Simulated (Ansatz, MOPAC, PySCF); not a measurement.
Pair of molecules: H3ISi (SMILES [SiH3]I) (first 5 atoms) with CH4 (SMILES C); geometry from B3LYP-D3(BJ)/def2-TZVP, rigid monomers moved along the line of their centres of mass till Si1···C6 is 3.50 Å.
(charge 0, multiplicity 1):
```xyz
10

Si     0.20331    -1.37408     1.33719
I     -0.54154     0.91006     0.81057
H      0.36379    -2.10873     0.06698
H     -0.82274    -2.01561     2.18062
H      1.48993    -1.29053     2.05363
C     -0.02902    -0.11183     4.59062
H     -0.88664    -0.76758     4.44646
H      0.89029    -0.68945     4.50228
H     -0.04173     0.67218     3.83505
H     -0.07977     0.33769     5.58125
```

Counterpoise-corrected where a basis set is named; no monomer relaxation.

Frozen-core correlation. Filled d and f shells under p-block atoms count as core. The state that PM6 reach isn't checked.

Codes used: Ansatz (a first-principles code); MOPAC for PM6 (differences of heats of formation); PySCF for the dispersion terms.  In def2 rows elements past Kr take small-core potentials, without spin–orbit coupling.

Question: One of these levels gives 0.95 kcal/mol for the interaction energy. Name it.
(A) CCSD/def2-SVPD
(B) PM6
(C) PBE-D3(BJ)/def2-TZVPPD
(D) r2SCAN-D3(BJ)/def2-TZVPPD

Answer: A, CCSD/def2-SVPD. The others give 0.21 (PM6), -0.70 (PBE-D3(BJ)/def2-TZVPPD), -0.24 (r2SCAN-D3(BJ)/def2-TZVPPD)
